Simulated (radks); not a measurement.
Spherical quantum dot in the effective-mass picture: electrons in a parabolic well V = omega^2 r^2 / 2 with omega = 0.34, all in effective atomic units (hartree* = m*/eps^2 hartree, bohr* = eps/m* bohr), one dielectric constant everywhere. Calculated with a radial shooting solver with Libxc functionals: non-relativistic Kohn-Sham, LDA (Slater exchange, Perdew-Wang correlation), spin-polarised, spherical densities. Levels are named by radial order and angular momentum (1s, 1p, 1d, 2s, ...), and open shells are averaged over m. Each electron was tried in the lowest free levels, single moves between levels near the top were tried too, and the lowest total energy was kept; such a search can miss a lower state. At N = 1 the Hartree and exchange-correlation terms need not cancel, so that row can carry a self-interaction error.

N,open shells,2S,mu = E(N) - E(N-1) (hartree*),addition energy mu(N+1) - mu(N) (hartree*),rms radius (bohr*)
1,"1s(up 1, down 0)",1,0.52377,0.3941,2.125
2,none,0,0.91790,0.5516,2.338
3,"1p(up 1, down 0)",1,1.4695,0.2561,2.663
4,"1p(up 2, down 0)",2,1.7257,0.2534,2.866
5,"1p(up 3, down 0)",3,1.9791,0.3026,3.025
6,"1p(up 3, down 1)",2,2.2817,0.2268,3.169
7,"1p(up 3, down 2)",1,2.5085,0.2248,3.294
8,none,0,2.7333,0.4103,3.407
9,"1d(up 1, down 0)",1,3.1435,0.2002,3.542
10,"1d(up 2, down 0)",2,3.3438,0.1978,3.661
11,"1d(up 3, down 0)",3,3.5416,0.1950,3.768
12,"1d(up 4, down 0)",4,3.7366,0.1922,3.866
13,"1d(up 5, down 0)",5,3.9288,0.2324,3.957
14,"1d(up 5, down 1)",4,4.1612,0.1814,4.045
15,"1d(up 5, down 2)",3,4.3426,0.1797,4.128
16,"1d(up 5, down 3)",2,4.5223,0.1778,4.206
17,"1d(up 5, down 4)",1,4.7001,0.1758,4.280
18,none,0,4.8759,0.2149,4.351
19,"2s(up 1, down 0)",1,5.0909,0.1967,4.422
20,none,0,5.2876,0.2542,4.490
21,"1f(up 1, down 0)",1,5.5417,0.1612,4.562
22,"1f(up 2, down 0)",2,5.7029,0.1598,4.631
23,"1f(up 3, down 0)",3,5.8627,0.1584,4.697
24,"1f(up 4, down 0)",4,6.0212,-,4.760

All shells are closed at N = 2, 8, 18, 20 (there: 1s2 1p6 1d10 2s2); the second difference of the energy has clear peaks (12 % above both neighbours; the first and last values, which can be the largest, are not judged, and half-filled shells can peak too) at N = 2, 5, 8, 13, 20.
